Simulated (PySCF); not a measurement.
**S(2+): ionisation energy**

S(2+) [Ne] 3s2 3p2 (3P) → S(3+) [Ne] 3s2 3p1 (2P), as a difference of total energies. All numbers are calculated (PySCF 2.14, scalar relativity by spin-free X2C-1e, in ANO-RCC-VTZP (5s4p2d1f, 34 functions)). Correlated levels: valence: [Ne] frozen. The calculations carry no spin-orbit coupling.

Task: Order these methods by the ionisation energy they give, lowest first.
A. SCS-MP2 (valence)
B. UHF
C. MP2 (valence)
D. CCSD (valence)

Result: B (34.155 eV), A (34.531 eV), C (34.625 eV), D (34.672 eV).

A first-order spin-orbit estimate (lowest level to lowest level, LS coupling) adds -0.009 eV.

Errors of the correlated levels include the incompleteness of this basis and the frozen core.

For comparison: 34.86 ± 0.04 eV (semi-empirical (NIST evaluation); NIST Atomic Spectra Database, ionization energies).
